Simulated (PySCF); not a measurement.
Si(H)(F)(Cl)(NH2) (ClFH3NSi), SMILES N[SiH](F)Cl.

Geometry: B3LYP-D3(BJ)/def2-SVP. The values are those of a single conformer.

Method: CAM-B3LYP/def2-TZVPD in PySCF.

The molecule is in vacuum.

Computed frontier levels, gap, dipole moment and polarisability:
```json
{
 "highest_occupied_level": "-9.86 eV",
 "lowest_empty_level": "0.54 eV",
 "orbital_gap": "10.39 eV",
 "dipole_moment": "2.52 D",
 "quadrupole, principal values (traceless, Buckingham form, about the centre of nuclear charge)": "-8.61, 2.30, 6.31 D·Å",
 "mean_static_polarisability": "47.6 bohr³ (7.05 Å³)",
 "polarisability_principal_values": "42.4, 46.3, 54.1 bohr³"
}
```
